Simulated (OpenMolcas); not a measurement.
# What dynamic correlation does to the levels of Lu⁺

| Property | Result |
| --- | --- |
| Program | OpenMolcas |
| Basis | ANO-RCC-VDZP [7s6p4d2f1g] |
| Scalar Hamiltonian | DKH2, point nucleus |
| Active space | 2 electrons in 6 orbitals (5d 6s) |
| State averaging | 2S+1 = 3 even, 15 roots; 2S+1 = 1 even, 20 roots |
| Spin-orbit coupling | state interaction with AMFI integrals over the reference wave functions, term energies averaged over their components |

Methods on the same reference wave functions:
A. CASSCF
B. SS-CASPT2, IPEA 0.25 Eh, imaginary shift 0.1 Eh (closed shells correlated: 5s 5p)
C. MS-CASPT2, IPEA 0.25 Eh, imaginary shift 0.1 Eh (closed shells correlated: 5s 5p)

Energies in cm-1 above 6s2 1S0, the measured ground level; measured values from NIST Handbook of Basic Atomic Spectroscopic Data.

| Level | A | B | C | Measured |
| --- | --- | --- | --- | --- |
| 6s2 1S0 | 0.0 | 0.0 | 0.0 | 0.0 |
| 5d 6s 3D1 | 10545 | 14730 | 14730 | 11796 |
| 5d 6s 3D2 | 11312 | 15470 | 15450 | 12435 |
| 5d 6s 3D3 | 12946 | 17130 | 17130 | 14199 |
| 5d 6s 1D2 | 17644 | 21100 | 20890 | 17333 |
| 5d2 3F2 | 28037 | 34150 | 34120 | 29407 |
| 5d2 3F3 | 29607 | 35810 | 35810 | 30889 |
| 5d2 3F4 | 31403 | 37600 | 37600 | 32504 |
| 5d2 3P0 | 35755 | 40910 | 40910 | 35652 |
| 5d2 3P1 | 36230 | 41380 | 41380 | 36557 |

Deviations, from unrounded energies. A percentage is the sum of absolute deviations over the sum of measured energies, with the sign that they share, or ± where signs differ.

```
           Against measurement  Levels     A      B      C
mean absolute deviation (cm-1)       9   900   4200   4100
      other configurations (%)       9  ±3.7  +17.0  +16.9
```

A lies closest to measurement on these levels and B furthest from it. The largest miss of A in the table is 5d2 3F2, by -1400 cm-1. The ranking rests on the paired levels alone, and a cruder setting can come out closer through cancelling errors.

Between B and C the level of the table that moves most is 5d 6s 1D2, by 210 cm-1 (lowest in C, highest in B). Moves below CASPT2's spread within the term are not significant.

The mean deviations of B to C differ by less than CASPT2's widest spread within a term (190 cm-1), so their order carries little weight.

The lowest spin-free term lies below A's lowest term by 0.167 hartree in B, 0.167 hartree in C.

CASPT2 breaks the degeneracy within a term, and the mean is taken; among the terms shown or strongly mixed into the levels shown the widest spread is 190 cm-1 (5d 6s 1D, C). A single d shell beside an s shell can misplace configurations of different d count against each other. Without dynamic correlation excited terms often stand tens of per cent too high (terms of higher spin than the ground term too low), and those without a measured partner can miss by more than the paired ones (holds for A). Computed and measured levels are paired by configuration, term and J; levels that our copy of the source lacks, or whose pairing is in doubt (as where it misses far off the trend of its configuration), stay unpaired and out of the deviations. Levels of configurations outside the active space are missing. Levels that lie high or do not pair safely by name in every column are left out.
